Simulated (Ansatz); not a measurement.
C$_{2}$H$_{2}$Te (`C#C[TeH]`), 5 atoms. Charge 0, multiplicity 1. Correlated methods include outer-core shells of Te, which these sets cover unevenly. Te: def2 effective core potential. All runs use 2 threads of an Arm Neoverse V1 on a shared host. Correlated methods freeze the cores. Open-shell runs search over several starts.

Task: Give the basis size and wall time and peak host memory of each of these runs in Ansatz. RKS r2SCAN0-D4/def2-TZVPP energy; RKS PBE0-D4/def2-TZVP frequencies; UKS r2SCAN-D4/def2-TZVPP energy of the cation; RHF-CCSD(T)/def2-SVP energy; UKS ωB97M-V/def2-TZVPP energy of the cation; RKS CAM-B3LYP-D4/def2-TZVPP energy; RKS ωB97M-V/def2-SVP energy; UKS PBE-D4/def2-TZVPP energy of the cation; RKS ωB97M-V/def2-QZVPP energy; UHF-CCSD(T)/def2-TZVPP energy of the cation; RKS PBE0-D4/def2-TZVP relaxation (5 steps); RKS revPBE-D4/def2-TZVPP energy. (Best estimate.)

Result: The calculation gave: Other jobs shared the machine, so times are rough.

```csv
level,job,functions,wall time,peak host memory (GiB)
RKS revPBE-D4/def2-TZVPP,energy,140,1.4 s,0.14
RHF-CCSD(T)/def2-SVP,energy,64,1.9 s,0.17
RKS CAM-B3LYP-D4/def2-TZVPP,energy,140,2.1 s,0.25
RKS r2SCAN0-D4/def2-TZVPP,energy,140,3.4 s,0.26
UKS PBE-D4/def2-TZVPP,energy of the cation,140,3.5 s,0.23
RKS ωB97M-V/def2-SVP,energy,64,4.4 s,0.17
UKS r2SCAN-D4/def2-TZVPP,energy of the cation,140,7 s,0.2
RKS PBE0-D4/def2-TZVP,relaxation (5 steps),124,12 s,0.21
RKS ωB97M-V/def2-QZVPP,energy,256,12 s,0.67
UKS ωB97M-V/def2-TZVPP,energy of the cation,140,13 s,0.43
RKS PBE0-D4/def2-TZVP,frequencies,124,47 s,0.2
UHF-CCSD(T)/def2-TZVPP,energy of the cation,140,2 min,2.2
```
